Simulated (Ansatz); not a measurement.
`[OH][Al]([OH])[Br]` and `[OH][Al]([Cl])[Br]` differ in one atom or group.

Ansatz, PBE0-D4/def2-TZVP geometries, multiplicity 1. Each molecule was computed in one conformer, which needn't be the lowest.

Scalar relativity is left out up to krypton.

| property | `[OH][Al]([OH])[Br]` |
| --- | --- |
| LUMO energy (ωB97M-V/def2-TZVPP) / eV | 0.82 |
| HOMO–LUMO gap (PBE/def2-TZVPP) / eV | 5.65 |
| HOMO–LUMO gap (ωB97M-V/def2-TZVPP) / eV | 11.73 |
| HOMO energy (PBE0/def2-TZVPP) / eV | -8.67 |
| HOMO energy (PBE/def2-TZVPP) / eV | -7.31 |
| LUMO energy (PBE/def2-TZVPP) / eV | -1.66 |

**Question.** What does the change do to each property? (An estimate is asked.)

**Answer.** Ansatz gave: 
| property | `[OH][Al]([Cl])[Br]` | shift |
| --- | --- | --- |
| LUMO energy (ωB97M-V/def2-TZVPP) / eV | 0.62 | -0.20 |
| HOMO–LUMO gap (PBE/def2-TZVPP) / eV | 5.58 | -0.07 |
| HOMO–LUMO gap (ωB97M-V/def2-TZVPP) / eV | 11.67 | -0.06 |
| HOMO energy (PBE0/def2-TZVPP) / eV | -8.83 | -0.16 |
| HOMO energy (PBE/def2-TZVPP) / eV | -7.49 | -0.18 |
| LUMO energy (PBE/def2-TZVPP) / eV | -1.91 | -0.25 |

With PBE0 the HOMO falls by 0.16 eV and the LUMO falls by 0.26 eV, so the gap narrows by about 0.10 eV. PBE moves the HOMO by -0.18 eV and ωB97M-V by -0.14 eV. The zero-point energy changes by -31.9 kJ/mol with -3 modes.

Spin–orbit coupling is left out; it splits and shifts lone-pair levels of the heavy atoms by tenths of an eV.
